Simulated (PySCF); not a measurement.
**Solvent effects on NMR parameters**

Geometry:
```csv
atom,x (Å),y (Å),z (Å)
C1,-2.613,-0.144,-0.106
N2,-1.273,-0.599,-0.376
B3,-0.094,-0.008,0.079
S4,1.516,-0.705,-0.377
C5,2.666,0.390,0.504
H6,-2.573,0.742,0.542
H7,-3.150,0.138,-1.028
H8,-3.215,-0.911,0.411
H9,-1.223,-1.429,-0.957
H10,-0.146,0.978,0.779
H11,2.496,1.441,0.235
H12,3.682,0.105,0.200
H13,2.575,0.268,1.592
```

GIAO PBE0/pcSseg-1 in PySCF on one PBE0-D3(BJ)/def2-SVP conformer, non-relativistic, equivalent nuclei averaged. Solvents enter as an IEF-PCM continuum (chloroform with ε = 4.7, tetrahydrofuran with ε = 7.4) around the gas-phase geometry. Shifts are referred to TMS, BF3·OEt2, CS2 computed in the same medium.

Gas phase, δ in ppm: C1 37.1, C5 16.5, B3 41.1, S4 -83.5, H10 5.27, H9 3.15, H6/H7/H8 2.92, H11/H12/H13 1.99. Dipole moment 1.48 D.

**Question.** How does each δ change in the continuum?

**Answer.** 
```csv
atoms,environment,"Δδ, chloroform","Δδ, tetrahydrofuran"
C1,methyl carbon bonded to N,+0.5,+0.6
C5,methyl carbon bonded to S,+0.1,+0.1
B3,"boron bonded to N, S, H",-0.2,-0.3
S4,"sulfur bonded to C, B",-15.4,-17.6
H10,"hydrogen on a boron bonded to N, S",-0.08,-0.09
H9,"hydrogen on a nitrogen bonded to C, B",+0.53,+0.61
H6/H7/H8,hydrogen on a methyl carbon bonded to N,+0.05,+0.06
H11/H12/H13,hydrogen on a methyl carbon bonded to S,+0.08,+0.09
```

Changes are relative to the gas phase. The dipole moment becomes 1.78 D in chloroform, 1.82 D in tetrahydrofuran.

**Question.** Which of the listed nuclei move most (in ppm), and what does the model miss? (N and O are left out, as their reference compounds move with the solvent too.)

**Answer.** S4 (sulfur bonded to C, B, -17.6 ppm) in tetrahydrofuran. A continuum only polarises the solute; specific hydrogen bonds, the anisotropy of aromatic solvents and changes of geometry or conformer are outside it.
